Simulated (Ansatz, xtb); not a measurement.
Relaxing a trial structure of C2H7AlO2

The starting geometry of this gas-phase singlet was built from a drawn formula by distance geometry and a force field; its bonds are those of `[CH3][AlH][CH](O)O`.

```xyz
12

C    -0.2783   -1.5518   -2.0981
C    -1.4674   -0.3701    0.9479
Al   -1.5857   -0.4246   -1.0592
O    -2.4510    0.4682    1.4799
O    -0.2300    0.1197    1.3027
H    -0.5248   -1.4049   -3.1856
H     0.7064   -1.2044   -1.9144
H    -0.3605   -2.5480   -1.7964
H    -2.7432    0.4244   -1.7991
H    -1.5514   -1.3842    1.3280
H    -2.4731    0.3947    2.4646
H    -0.1467    1.0845    1.0406
```

Q: Where would you expect an optimisation with r2SCAN-D4/def2-SVP to take it?

A: A new bond forms, giving a structure given below by its coordinates. Distances that change by over a tenth: C2–O5 (1.38 → 1.64 Å). Contacts that close: Al3–O5 (2.78 → 1.96 Å).

The energy falls by 0.76 eV over 33 steps:

```tsv
step	E − E(last) (eV)
1	0.763
5	0.401
8	0.320
12	0.152
15	0.038
19	0.015
22	0.012
26	0.004
29	0.001
33	0.000
```

Final geometry (Å):

```yaml
atoms:
  - { symbol: C, position_ang: [-0.3618, -1.5896, -2.0307] }
  - { symbol: C, position_ang: [-1.5626, -0.5508, 0.9840] }
  - { symbol: Al, position_ang: [-1.4423, -0.3491, -0.9755] }
  - { symbol: O, position_ang: [-2.4976, 0.0967, 1.7332] }
  - { symbol: O, position_ang: [-0.4429, 0.5218, 0.4630] }
  - { symbol: H, position_ang: [0.1830, -1.0797, -2.8442] }
  - { symbol: H, position_ang: [0.3854, -2.1192, -1.4151] }
  - { symbol: H, position_ang: [-0.9877, -2.3618, -2.5123] }
  - { symbol: H, position_ang: [-2.4527, 0.7114, -1.6031] }
  - { symbol: H, position_ang: [-0.9283, -1.2359, 1.5711] }
  - { symbol: H, position_ang: [-2.2036, 0.1593, 2.6556] }
  - { symbol: H, position_ang: [-0.7944, 1.4005, 0.6851] }
```

From the same start GFN2-xTB reaches the same bonding as this run.

No frequencies were run, so the end isn't proven a minimum. Run with Ansatz 0.2.0, 43 s on 2 threads of Intel(R) Xeon(R) 6975P-C (Granite Rapids), on a shared host.
